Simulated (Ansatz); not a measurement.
F6SSi2, SMILES `F[Si](F)(F)S[Si](F)(F)F`, relaxed with RKS PBE-D4/def2-SVP in Ansatz from a rough embedded geometry. The force threshold is 0.03 eV/Å; the program also tests the step.

Total charge 0; spin multiplicity 1.

Start:

```xyz
9

F     1.152    1.221    1.276
Si    0.094   -0.004    1.446
F    -1.426    0.545    1.381
F     0.397   -0.652    2.963
S     0.364   -1.544    0.042
Si   -0.075   -0.151   -1.478
F    -1.548    0.424   -1.276
F     0.027   -0.912   -2.857
F     1.015    1.072   -1.497
```

(1) By how much does the energy fall, and how many steps does the optimiser take? (An estimate is asked.)

(2) Which bonds change most? (Best estimate.)

(3) Give the relaxed structure. (An estimate is asked.)

## Answers

(1) The calculation gave: 32.03 kJ/mol, in 15 steps, 1 of them rejected.

(2) Ansatz gave: Si2–F4 from 1.677 to 1.610 Å; Si6–F8 from 1.579 to 1.610 Å; Si2–S5 from 2.102 to 2.128 Å; Si6–F9 from 1.638 to 1.614 Å.

(3) Computed: 
```xyz
9

F     1.617    0.901    1.687
Si    0.265    0.035    1.568
F    -0.960    1.052    1.303
F     0.040   -0.722    2.971
S     0.367   -1.450    0.048
Si   -0.225   -0.193   -1.563
F    -1.824   -0.088   -1.717
F     0.360   -0.835   -2.918
F     0.360    1.300   -1.379
```
